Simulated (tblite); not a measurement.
Species: C₇H₁₅B.
SMILES with atom numbers: `[BH2:1][CH:2]1[CH2:3][CH2:4][CH2:5][CH2:6][CH2:7][CH2:8]1` (hydrogens: H9, H10 on B1; H11 on C2; H12, H13 on C3; H14, H15 on C4; H16, H17 on C5; H18, H19 on C6; H20, H21 on C7; H22, H23 on C8)

Cartesian coordinates in Å at the GFN2-xTB level; atoms count from 1:
```
atom  x, y, z in Å
B1     2.547    1.208    0.411
C2     1.144    0.515    0.261
C3     0.133    1.227   -0.656
C4    -1.284    1.258   -0.081
C5    -2.022   -0.079   -0.117
C6    -1.270   -1.245    0.523
C7    -0.079   -1.708   -0.319
C8     1.244   -0.996   -0.017
H9     2.668    2.354    0.218
H10    3.466    0.589    0.783
H11    0.750    0.621    1.286
H12    0.452    2.260   -0.803
H13    0.125    0.751   -1.637
H14   -1.235    1.615    0.951
H15   -1.879    1.983   -0.644
H16   -2.980    0.049    0.396
H17   -2.243   -0.338   -1.155
H18   -0.941   -0.977    1.529
H19   -1.970   -2.078    0.623
H20    0.081   -2.778   -0.161
H21   -0.334   -1.581   -1.373
H22    1.913   -1.160   -0.865
H23    1.709   -1.464    0.854
```

Method: GFN2-xTB as coded in tblite; computed harmonic values from a numerical Hessian at the method's own geometry, unscaled. The method is semi-empirical: single wavenumbers can be off by several per cent or more. Modes of hydrogen on boron can be 10 to 20 % off. One conformer, not necessarily the lowest.

Harmonic wavenumbers (cm⁻¹): 96.9, 153.7, 163.9, 222.1, 295.8, 316.7, 320.8, 354.9, 422.8, 506.9, 522.0, 735.6, 787.6, 802.6, 832.2, 861.1, 867.0, 907.6, 930.9, 947.7, 974.5, 1036.3, 1061.6, 1068.4, 1102.1, 1124.6, 1159.0, 1174.8, 1185.0, 1208.5, 1213.9, 1232.5, 1253.9, 1262.5, 1271.3, 1288.2, 1344.5, 1345.8, 1357.5, 1364.7, 1366.5, 1372.7, 1486.3, 1491.6, 1493.8, 1500.0, 1503.5, 1515.2, 2640.2, 2670.9, 2835.2, 2945.8, 2951.3, 2953.9, 2958.7, 2963.9, 2964.9, 2973.1, 2976.6, 2979.5, 2984.4, 2989.4, 2999.1.

A = 2921, B = 1774, C = 1245 MHz; mass 110.127 u (most abundant isotopes); point group C1, symmetry number 1.

Question: What is the zero-point energy?

Answer: ½Σν̃ = 45297 cm⁻¹ = 541.88 kJ/mol.

Question: What is S at 273.15 K and 1 bar for an ideal gas of classical rigid rotors and harmonic oscillators?

Answer: Translation 165.67, rotation 117.32, vibration 76.17: S = 359.2 J/(mol K).

Question: And Cp and H(273.15 K) − H(0)?

Answer: Cp = 137.94 J/(mol K), of which vibrations give 104.68 (their classical limit is 63 R = 523.8); H(273.15 K) − H(0) = 21.60 kJ/mol without the zero-point energy, 12.52 from vibrations.

Question: What must be added to the electronic energy to get the Gibbs energy at 273.15 K and 1 bar?

Answer: ZPE + [H(273.15 K) − H(0)] − T·S = 541.88 + 21.60 − 98.10 = 465.38 kJ/mol.

Question: Blend soft modes into free rotors: weight 1/[1 + (100 cm⁻¹/ν̃)⁴] for the oscillator and the rest for a rotor with moment μB/(μ + B), μ = h/(8π²ν), B = 10⁻⁴⁴ kg m². What vibrational entropy results?

Answer: 74.97 J/(mol K) in place of 76.17, which changes −T·S at 273.15 K by +0.33 kJ/mol.

Hindered rotation and anharmonicity are outside this model. Other conformers, if any are populated, would add a mixing term that is left out. The structure is chiral; the term R ln 2 for an equal mix with its mirror image is left out.
